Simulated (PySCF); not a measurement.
A calculated (LDA, PySCF 2.14, ANO-RCC-VTZP, the spin-free X2C one-electron Hamiltonian (Gaussian nucleus)) atom or ion has these occupied shells.

```json
{"shell": "1s α", "electrons": "1", "orbital energy (eV)": "-5866.2", "rms radius, mean of both spins (bohr)": "0.0735"}
{"shell": "1s β", "electrons": "1", "orbital energy (eV)": "-5866.1", "rms radius, mean of both spins (bohr)": "0.0735"}
{"shell": "2s α", "electrons": "1", "orbital energy (eV)": "-670.87", "rms radius, mean of both spins (bohr)": "0.319"}
{"shell": "2s β", "electrons": "1", "orbital energy (eV)": "-669.28", "rms radius, mean of both spins (bohr)": "0.319"}
{"shell": "2p α", "electrons": "3", "orbital energy (eV)": "-565.66", "rms radius, mean of both spins (bohr)": "0.289"}
{"shell": "2p β", "electrons": "3", "orbital energy (eV)": "-564.39", "rms radius, mean of both spins (bohr)": "0.289"}
{"shell": "3s α", "electrons": "1", "orbital energy (eV)": "-79.903", "rms radius, mean of both spins (bohr)": "0.967"}
{"shell": "3s β", "electrons": "1", "orbital energy (eV)": "-76.026", "rms radius, mean of both spins (bohr)": "0.967"}
{"shell": "3p α", "electrons": "3", "orbital energy (eV)": "-51.551", "rms radius, mean of both spins (bohr)": "1.04"}
{"shell": "3p β", "electrons": "3", "orbital energy (eV)": "-47.723", "rms radius, mean of both spins (bohr)": "1.04"}
{"shell": "3d α", "electrons": "4", "orbital energy (eV)": "-8.491", "rms radius, mean of both spins (bohr)": "1.50"}
{"shell": "4s α", "electrons": "1", "orbital energy (eV)": "-6.416", "rms radius, mean of both spins (bohr)": "3.27"}
{"shell": "4p α", "electrons": "1", "orbital energy (eV)": "-2.542", "rms radius, mean of both spins (bohr)": "4.30"}
```

Name the element and its charge.

Cr (chromium, neutral), in [Ar] 3d4 4s1 4p1, one real determinant (an excited configuration).
